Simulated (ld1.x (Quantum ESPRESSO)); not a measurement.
## C TM: all-electron and pseudo phase curves

* Element: C (Z = 6)
* Generator: ld1.x (Quantum ESPRESSO) 7.5
* Type: norm-conserving Troullier–Martins (Kleinman–Bylander form)
* Functional: PBE
* Relativity: scalar-relativistic
* Frozen core: [He]
* Valence charge: 4
* Reference configuration: 2s2 2p2
* Partial waves: 2s (bound): rc 1.25 bohr; 2p (bound): rc 2.70 bohr
* Local potential: all-electron potential smoothed inside 1.10 bohr (lloc = -1)
* Core correction: none

The phase is arctan(r·u′/u) with u = r·R(r), unwrapped; energies in Ry, scanned from -3 to 5 Ry. A pole is an energy at which the radial function vanishes at the test radius. The pseudo phase is shifted by a multiple of π to meet the all-electron one at the reference energy, and phase errors are pseudo minus all-electron; the curves can meet again beyond the range given. Levels narrower than the energy grid can be missing from the lists of poles.

```tsv
channel	radius (bohr)	reference energy (Ry)	poles, all-electron	poles, pseudo	unbroken range about the reference energy with phases within 0.05 rad	phase error 1 Ry above the reference energy (rad)
s	2.94	-1.01	-0.83, 3.46	-0.83, 3.38	the whole range	-0.001
p	2.94	-0.39	-0.14, 3.47	-0.14, 3.98	below 0.9	+0.022
```

Phases in the p channel:

```json
{"E (Ry)": "-3.00", "all-electron": "1.368", "pseudo": "1.368"}
{"E (Ry)": "-2.52", "all-electron": "1.347", "pseudo": "1.347"}
{"E (Ry)": "-2.04", "all-electron": "1.318", "pseudo": "1.318"}
{"E (Ry)": "-1.56", "all-electron": "1.270", "pseudo": "1.271"}
{"E (Ry)": "-1.08", "all-electron": "1.170", "pseudo": "1.171"}
{"E (Ry)": "-0.60", "all-electron": "0.579", "pseudo": "0.583"}
{"E (Ry)": "-0.12", "all-electron": "-1.589", "pseudo": "-1.587"}
{"E (Ry)": "0.36", "all-electron": "-1.839", "pseudo": "-1.828"}
{"E (Ry)": "0.84", "all-electron": "-2.092", "pseudo": "-2.046"}
{"E (Ry)": "1.32", "all-electron": "-2.884", "pseudo": "-2.615"}
{"E (Ry)": "1.80", "all-electron": "-4.120", "pseudo": "-3.875"}
{"E (Ry)": "2.28", "all-electron": "-4.474", "pseudo": "-4.375"}
{"E (Ry)": "2.76", "all-electron": "-4.608", "pseudo": "-4.545"}
{"E (Ry)": "3.24", "all-electron": "-4.684", "pseudo": "-4.631"}
{"E (Ry)": "3.72", "all-electron": "-4.741", "pseudo": "-4.688"}
{"E (Ry)": "4.20", "all-electron": "-4.793", "pseudo": "-4.732"}
{"E (Ry)": "4.68", "all-electron": "-4.854", "pseudo": "-4.772"}
```
